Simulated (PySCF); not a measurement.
Deuteron quadrupole couplings in `C=CCP(CC)C(=O)OC`

Compound: C₇H₁₃O₂P.
Geometry (GFN2-xTB, Å), atoms numbered from 1 in this order:
```
atom  x, y, z in Å
C1    -2.2285    1.4146    0.4880
C2    -1.9807    0.1633    0.1432
C3    -1.4485   -0.2410   -1.1869
P4     0.3475   -0.7915   -1.1513
C5     0.2736   -2.1358    0.1363
C6     1.6314   -2.8160    0.2700
C7     0.9456    0.5651   -0.0403
O8     1.4445    0.4335    1.0445
O9     0.7810    1.7218   -0.6745
C10    1.2118    2.8940    0.0084
H11   -2.6030    1.6723    1.4640
H12   -2.0705    2.2318   -0.1968
H13   -2.1570   -0.6381    0.8481
H14   -2.0082   -1.0868   -1.5970
H15   -1.4996    0.5887   -1.8958
H16   -0.4839   -2.8572   -0.1825
H17   -0.0191   -1.7057    1.0967
H18    1.9511   -3.2310   -0.6837
H19    1.5831   -3.6211    1.0005
H20    2.3758   -2.0955    0.6011
H21    2.2914    2.8595    0.1673
H22    0.9445    3.7352   -0.6259
H23    0.7129    2.9669    0.9768
```

Level: PBE0/pcSseg-1 (PySCF, non-relativistic); Q(2H) = 0.00286 b; rigid geometry, the same for H and D, with no vibrational averaging.

Task: Rank these positions by the coupling χzz of a deuteron there, largest first.
A. H22 (methyl hydrogen)
B. H11 (vinylic hydrogen)
C. H19 (methyl hydrogen)
D. H13 (vinylic hydrogen)
E. H23 (methyl hydrogen)

Result: B (228 kHz), D (218 kHz), C (212 kHz), A (206 kHz), E (199 kHz).

Task: Tabulate Vzz, the asymmetry η and χzz = 234.96 MHz × Q × Vzz for every hydrogen position.

Result: 
```
atom  bonded to  bond length (Å)  Vzz (au)     η  χzz (kHz)
 H11         C1            1.077    0.3388  0.05        228
 H12         C1            1.078    0.3357  0.06        226
 H13         C2            1.082    0.3247  0.06        218
 H14         C3            1.094    0.3037  0.02        204
 H15         C3            1.092    0.3034  0.03        204
 H16         C5            1.094    0.3051  0.02        205
 H17         C5            1.092    0.3022  0.03        203
 H18         C6            1.088    0.3128  0.03        210
 H19         C6            1.088    0.3155  0.02        212
 H20         C6            1.088    0.3099  0.03        208
 H21        C10            1.092    0.2967  0.10        199
 H22        C10            1.087    0.3069  0.08        206
 H23        C10            1.092    0.2955  0.10        199
```

Task: How does χzz go with the bond length over the 13 C–H bonds?

Result: A straight-line fit has a slope of -15.0 kHz for each 0.01 Å, with a correlation coefficient of -0.94, over lengths from 1.077 to 1.094 Å. The longer bonds have the smaller couplings here.

Task: Give the 2H NMR doublet splittings at H18 for a magnetic field along the z, y and x axes of the gradient: 3χ/2, 3χ(1 + η)/4, 3χ(1 − η)/4.

Result: With |χ| = 210.2 kHz and η = 0.028: 315, 162 and 153 kHz, to first order and without motion.

One conformer (not necessarily the lowest) at the GFN2-xTB geometry, without solvent, vibrations or thermal averaging. GFN2-xTB bond lengths can be off by several hundredths of an ångström, more for odd bonds, and the gradients follow them. With a basis this small, the couplings can be 20 % off.

These values come from a run that also computed NMR shieldings. On an Intel Xeon Platinum 8488C with one thread (shared host), this took 54 s wall and 1.1 GiB of memory at its peak.
